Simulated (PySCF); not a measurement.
CH2O, SMILES [H]/[C-]=[O+]/[H]. Coordinates come from a ωB97X-D3(BJ)/def2-TZVPD optimisation.

Give the equilibrium geometry at ωB97X-D3(BJ)/def2-TZVPD (PySCF confirms it by a frequency run) as bond lengths and angles, and its point group. (An estimate is asked for; the answer gives what the named calculation found.)

point group Cs.
Atoms: C1 O2 H3 H4. Bonded distances (Å): C1–O2 1.309, C1–H4 1.114, O2–H3 0.968. Bond angles (°): O2–C1–H4 102.5, C1–O2–H3 108.6.
Charge 0, spin multiplicity 1.
